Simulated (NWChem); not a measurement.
SiHSCl₃; SMILES Cl[Si](Cl)(S)Cl

```xyz
6

S      0.9827     1.8762    -0.0514
Si     0.0038     0.0024     0.0004
Cl     0.5434    -1.1082     1.6340
Cl    -1.9947     0.4094     0.0808
Cl     0.4051    -1.1290    -1.6585
H      2.2180     1.3260    -0.0901
```
Atoms are numbered in this order, from 1.

Program: NWChem. All runs use the structure optimised with PBE0/def2-SVP. Level: B3LYP/def2-SVP with SMD (1 M gas to 1 M solution), gas-phase geometry. Reactions with the solvent are ignored.

| solvent | dielectric constant | solvation free energy (kcal/mol) | cavity-dispersion-structure term (kcal/mol) | dipole in solution (D) |
|---|---|---|---|---|
| water | 78.4 | -0.7 | 1.4 | 1.65 |
| acetonitrile | 35.7 | -5.0 | -2.9 | 1.65 |
| methanol | 32.6 | -5.5 | -3.4 | 1.64 |
| chlorobenzene | 5.70 | -5.5 | -3.8 | (withheld) |

Some entries are withheld; supply them.


- chlorobenzene, dipole in solution (D): 1.57
